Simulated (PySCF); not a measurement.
## Correlation energy of V⁺ (vanadium, charge +1)

[Ar] 3d3 4s1, high-spin 5F determinant (an excited configuration). All numbers are calculated (PySCF 2.14, no relativity, point nucleus, in aug-cc-pVTZ with one added diffuse shell each of s, p, d, f, g type (9s8p6d4f3g, 118 functions)). Frozen: [Ar]; 4 electrons correlated.

MP2 pair energies summed by pair of shells (mhartree):

```
 pair  energy  share (%)
3d-3d  -18.79       67.2
3d-4s   -9.16       32.8
```

Total MP2 correlation energy: -27.95 mhartree.

Same-spin part -27.95 and opposite-spin part 0.00 mhartree; SCS-MP2 scales them by 1/3 and 6/5 to -9.32 mhartree.
